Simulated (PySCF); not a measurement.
**TDDFT excited states: C2H8O3Si2**

C₂H₈O₃Si₂.
SMILES: `O=C(O)[SiH2]OC[SiH3]`

Method: TDDFT B3LYP/def2-SVPD, vertical, gas phase, core orbitals frozen in the response (PySCF). One conformer (not necessarily the lowest) at the GFN2-xTB geometry, without solvent, vibrations or thermal averaging. Torsions of this conformer, `[O:1]=[C:2]([OH:3])[SiH2:4][O:5][CH2:6][SiH3:7]`: O1–C2–Si4–O5 -21°, C2–Si4–O5–C6 49°, Si4–O5–C6–Si7 -158°, H–O3–C2–O1 0°.

Task: List the vertical singlet excitations with oscillator strengths and describe the spectrum.

Result: 

```csv
state,E (eV),λ (nm),f,|μ| (D),"main configurations (H = HOMO, L = LUMO)"
S1,4.95,250.5,0.0027,0.38,H→L (95%)
S2,5.99,207.1,0.0042,0.43,H-1→L (99%)
S3,6.47,191.7,0.0000,0.03,H→L+1 (89%)
S4,6.70,185.0,0.0022,0.29,"H-2→L (78%), H-1→L+1 (10%)"
S5,6.74,184.0,0.089,1.87,H→L+2 (84%)
S6,6.75,183.6,0.016,0.79,"H-1→L+1 (75%), H→L+2 (11%)"
S7,7.23,171.4,0.044,1.26,"H-1→L+2 (87%), H-1→L+3 (9%)"
S8,7.37,168.2,0.035,1.12,H→L+3 (84%)
```

Triplets, Tamm–Dancoff:

```tsv
state	E (eV)	λ (nm)	main configurations (H = HOMO, L = LUMO)
T1	4.31	287.7	H→L (94%)
T2	5.68	218.1	H-3→L (92%)
T3	5.90	210.1	H-1→L (96%)
```

The lowest singlet lies at 4.95 eV (250 nm, ultraviolet) and is very weak; its leading configuration is HOMO→LUMO (95%). The most intense listed level is S5 at 6.74 eV (184 nm, f = 0.089), 1.79 eV above S1. Löwdin shares by element: HOMO oxygen 56% or more, carbon 13% or more, silicon 10% or more (atoms not listed hold the other 21%); LUMO oxygen 41% or more, carbon 38% or more, silicon 13% or more. Of the 8 states listed, 4 reach f = 0.01 and 1 stays under 0.0005. The listed states span 2.42 eV, and the widest gap between neighbours is 1.04 eV (S1 to S2). Orbital energies (eV): HOMO-3 -9.41, HOMO-2 -8.83, HOMO-1 -7.92, HOMO -7.60, LUMO -1.08, LUMO+1 -0.15, LUMO+2 -0.01. No computed singlet lies in the visible range (380 to 750 nm); the lowest, at 250 nm, stands 1.69 eV above its violet end (3.26 eV). Singlets were solved by full linear response, triplets in the Tamm–Dancoff approximation.
